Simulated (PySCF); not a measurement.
B3LYP has the VWN-RPA correlation part, as in Gaussian. Excitations are Tamm–Dancoff values on a coarser integration grid. The basis has no diffuse functions, so Rydberg states are missing or too high.

Cartesian coordinates (Å):
```xyz
5

Cl    -1.5597     1.2333    -0.0753
Si    -0.0509    -0.1558     0.0098
Br     1.9306     0.8455    -0.0551
H     -0.1586    -0.8851     1.2820
H     -0.1614    -1.0378    -1.1614
```
Charge 0, spin multiplicity 1.

Question: Predict the S1 excitation (TDA), LUMO, total energy, S1–T1 gap (TDA) and HOMO from B3LYP-D3(BJ)/def2-TZVP (PySCF).

Answer: 
```yaml
S1 excitation (TDA): 6.64 eV
LUMO: -0.64 eV
total_energy: -3325.2411 Ha
S1–T1 gap (TDA): 0.42 eV
HOMO: -8.44 eV
```
